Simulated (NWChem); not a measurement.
Molecule: C3H7O, doublet; SMILES [O]C(C)C

All runs: NWChem. Spin-unrestricted. In the optimisation the excess spin sits in a' (Cs, its own frame). Coordinates come from a PBE0/def2-SVP, spin-unrestricted optimisation. No stability test was run on the SCF state. Level PBE0/def2-SVP: single points from the atomic guess with DIIS by default; each run changes one setting, and all converged runs end within 0.3 mHa of each other.

Task: Which setting needs the most SCF iterations, or fails (occupation smearing of 0.005 Ha; DIIS on 20 Fock matrices; defaults; no DIIS, 40 % damping)?

Result: no DIIS, 40 % damping, with 17 against 8 for the defaults.
```
setting                          SCF iterations
-------------------------------  --------------
defaults                                      8
occupation smearing of 0.005 Ha               8
DIIS on 20 Fock matrices                      8
no DIIS, 40 % damping                        17
```
